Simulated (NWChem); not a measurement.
# BH$_{2}$O$_{2}$Br; SMILES OB(O)Br

```xyz
6

B     -0.0103     0.9582     0.0000
Br    -0.0118    -0.9797     0.0000
O     -1.1997     1.5855     0.0000
H     -1.0960     2.5446     0.0000
O      1.1532     1.6481     0.0000
H      1.9332     1.0848     0.0000
```
Atoms are numbered in this order, from 1.

Geometry: optimised at PBE0/def2-SVP. B3LYP is NWChem's, with the RPA form of VWN correlation.

Symmetry labels are those of Cs in the frame above (b1 and b2, or b-type labels, depend on it).

Task: List the 4 lowest vertical singlet excitations from B3LYP/def2-SVPD, TDA (NWChem).

Result: 
```json
[
 {"state": "S1", "energy (eV)": "6.81", "oscillator strength": "0.053", "symmetry": "a'", "leading excitation (squared amplitude)": "HOMO → LUMO (0.99)"},
 {"state": "S2", "energy (eV)": "6.94", "oscillator strength": "0.024", "symmetry": "a\"", "leading excitation (squared amplitude)": "HOMO−1 → LUMO (0.99)"},
 {"state": "S3", "energy (eV)": "7.33", "oscillator strength": "0.000", "symmetry": "a\"", "leading excitation (squared amplitude)": "HOMO → LUMO+2 (1.00)"},
 {"state": "S4", "energy (eV)": "7.69", "oscillator strength": "0.013", "symmetry": "a'", "leading excitation (squared amplitude)": "HOMO → LUMO+1 (0.74)"}
]
```
